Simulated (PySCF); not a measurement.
MoO₂Br + NH₃ → MoN(OH)₂ + HBr

Level: PBE0 in the def2-TZVP basis family, computed in PySCF with density fitting; scalar-relativistic core potentials for atoms from Rb on, none lighter, no spin–orbit coupling; open shells unrestricted.

```json
{"species": "MoO₂Br", "state and structure": "doublet, Cs, Mo–Br 2.405 Å, Mo–O 1.673 Å (×2); Br–Mo–O 118.1° (×2), O–Mo–O 111.3°", "ZPE (kJ/mol)": "17.9", "H(298 K) − H(0) (kJ/mol)": "15.7", "S° (J/(mol K))": "332.7"}
{"species": "NH₃", "state and structure": "singlet, C3v, N–H 1.013 Å (×3); H–N–H 107.1° (×3)", "ZPE (kJ/mol)": "90.6", "H(298 K) − H(0) (kJ/mol)": "10.0", "S° (J/(mol K))": "192.4"}
{"species": "MoN(OH)₂", "state and structure": "doublet, Cs, Mo–N 1.625 Å, Mo–O 1.886 Å (×2), O–H 0.960 Å (×2); H–O–Mo 123.7° (×2), N–Mo–O 109.7° (×2), O–Mo–O 124.1°", "ZPE (kJ/mol)": "80.0", "H(298 K) − H(0) (kJ/mol)": "16.7", "S° (J/(mol K))": "320.2"}
{"species": "HBr", "state and structure": "singlet, C∞v, H–Br 1.421 Å", "ZPE (kJ/mol)": "16.0", "H(298 K) − H(0) (kJ/mol)": "8.7", "S° (J/(mol K))": "198.5"}
```

(1) Is the gas-phase reaction uphill or downhill in electronic energy at this level, and by how much?

(2) Add zero-point, thermal and entropy terms for 298.15 K and 1 bar.

## Answers

(1) At PBE0/def2-TZVP, ΔE = 139.9 kJ/mol, uphill. 

(2) ΔZPE = -12.5 and Δ[H(298) − H(0)] = -0.3 kJ/mol give ΔH° = 127.1 kJ/mol. ΔS° = -6.4 J/(mol K), so ΔG° = 127.1 − 298.15 × (-0.0064) = 129 kJ/mol and log₁₀K = -22.6.

Open d or f shells are single determinants, so the state found may not be the ground state. The structures come from searches over a few start shapes, so lower isomers are not excluded.
